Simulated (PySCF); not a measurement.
Numbering as in the mapped SMILES `[CH3:1][S+:2]([CH3:3])[BH2-:4][S:5][C:6]([F:7])([F:8])[F:9]`; H(Xn) means a hydrogen on atom n.

Computational details: GIAO PBE0/pcSseg-1 shieldings, geometry from PBE0-D3(BJ)/def2-SVP, in PySCF 2.14 (non-relativistic Hamiltonian, a single conformation, in vacuum, averaged over atoms made equivalent by symmetry, fast rotation or ring inversion).

Referencing at the same level of theory: 13C and 1H vs TMS; CS2 for 33S; 11B vs BF3·OEt2; 19F against CFCl3.

| atoms | nucleus | count | Hirshfeld charge | δ (ppm) |
| --- | --- | --- | --- | --- |
| H(C1)/H(C3) | 1H | 6 | 0.06 | 2.09 |
| S5 | 33S | 1 | -0.10 | -6 |
| C6 | 13C | 1 | 0.23 | 140.7 |
| F7/F8/F9 | 19F | 3 | -0.10 | ? |
| B4 | 11B | 1 | -0.08 | -13.1 |
| S2 | 33S | 1 | 0.24 | -36 |
| H(B4) | 1H | 2 | -0.08 | ? |
| C1/C3 | 13C | 2 | -0.10 | 25.5 |

Problem. Fill in the missing shifts.

Solution. 
- H(B4): 3.03 ppm, hydrogen on a boron bonded to 2 S
- F7/F8/F9: -50.1 ppm, fluorine of an SCF3 group

Hydrogens on boron are broadened and split by 11B (spin 3/2, 80 %) and 10B (spin 3). Shifts are as computed. Against solution values, carbons near 30 ppm lie about +2 ppm off and those near 130 ppm about +5 ppm. Of 1211 compounds with measured shifts, 218 miss one by over three times the rms of a fit or turn the order of signals round; such compounds aren't used in these exercises. Unscaled 19F shifts against computed CFCl3 carry errors that often reach 10 to 50 ppm.
